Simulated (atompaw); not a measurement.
**What one change does to a pseudopotential (vanadium, PAW (atompaw))**

```
Element                 : vanadium (V)
Generator               : atompaw 4.2.0.5
Type                    : PAW
Functional              : PBE
Relativity              : scalar-relativistic
Frozen core             : [Ne]
Valence charge          : 13
Reference configuration : 3s2 3p6 3d3 4s1.5 4p0 (charge +0.5)
Partial waves           : 3s (bound): rc 1.40 bohr; 4s (bound): rc 1.40 bohr; 3p (bound): rc 1.70 bohr; 4p (bound, empty): rc 2.40 bohr; 3d (bound): rc 2.40 bohr; 3d channel at 0.6 Ry: rc 2.40 bohr
Local potential         : bessel scheme, radius 2.00 bohr
Core correction         : smooth core density matched at 1.30 bohr
Augmentation charge     : sinc compensation charge, radius 2.35 bohr; PAW radius 2.40 bohr; waves and projectors: custom rrkj gramschmidtortho
```

Change: local potential bessel scheme, radius 1.68 bohr.

Cutoffs: the cutoffs (Ry, on a coarse ladder) from which the occupation-weighted sum of valence levels, in a spherical-Bessel basis at the reference potential, stays within 10 and 1 mRy of its value at 400 Ry; they do not see the model core or the augmentation charge, which bear on the density cutoff.

Problem. What does the change do?

Solution. The potential gets neither clearly harder nor softer (35 Ry and 50 Ry → 35 Ry and 50 Ry); the p channel sets the loose cutoff, while the largest relative change is in s, which becomes softer; neither file shows a bound ghost.

```csv
quantity,base,changed
"cutoff, loose",35 Ry,35 Ry
"cutoff, tight",50 Ry,50 Ry
loose cutoff by channel (10 mRy a level),"s 25 Ry, p 25 Ry, d 15 Ry","s 21 Ry, p 25 Ry, d 15 Ry"
bound ghosts,none,none
s: phases at 2.41 bohr within 0.05 rad from the reference energy up to (Ry; the scan ends near 5),to the end of the scan,to the end of the scan
p: phases at 2.41 bohr within 0.05 rad from the reference energy up to (Ry; the scan ends near 5),to the end of the scan,to the end of the scan
d: phases at 2.41 bohr within 0.05 rad from the reference energy up to (Ry; the scan ends near 5),1.7,1.6
lowest overlap eigenvalue by channel,"s 0.28, p 0.60, d 0.88","s 0.19, p 0.59, d 0.89"
```

 The cutoffs see the waves, projectors and local potential, not the compensation charge or the core.
